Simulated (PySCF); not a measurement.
Delta-SCF ions had no search for a lower state. Excitations are Tamm–Dancoff values on a coarser integration grid. The basis has no diffuse functions, so Rydberg states are missing or too high.

Z-matrix (Å, degrees):
```
C
C 1 1.2596
H 1 1.0713 2 162.01
H 2 1.0713 1 162.01 3 0.00
O 1 1.4805 3 133.17 2 180.00
```
Charge 0, multiplicity 1.

Task: Predict the vertical ionisation energy (Delta-SCF), HOMO, total energy, S1 excitation (TDA), LUMO, dipole moment, T1 excitation (TDA) and HOMO–LUMO gap from ωB97X-D3(BJ)/def2-TZVP // PBE0-D3(BJ)/def2-TZVP (PySCF 2.14.0).

Result: 
```json
{
  "vertical ionisation energy (Delta-SCF)": "8.65 eV",
  "HOMO": "-8.34 eV",
  "total_energy": "-4151.88 eV",
  "S1 excitation (TDA)": "4.42 eV",
  "LUMO": "1.89 eV",
  "dipole_moment": "0.501 e·Å",
  "T1 excitation (TDA)": "2.70 eV",
  "HOMO–LUMO gap": "10.23 eV"
}
```
